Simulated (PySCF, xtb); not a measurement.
Ge(F)3(OH) (F3GeHO), SMILES [OH][Ge]([F])([F])[F].

GFN2-xTB in xtb at its own geometry gives an orbital gap of 8.66 eV and a dipole moment of 3.18 D.

Geometry optimised at PBE-D3(BJ)/def2-SVP. The structure was generated by enumeration, and PubChem lists no compound with its InChIKey, so it may never have been made. The values are those of a single conformer.

Q: What does B3LYP/def2-TZVP in PySCF give? (The exact figures need the calculation; the answer reports its results.)

A: gap 8.32 eV (levels -10.40 and -2.08 eV), dipole 2.28 D.
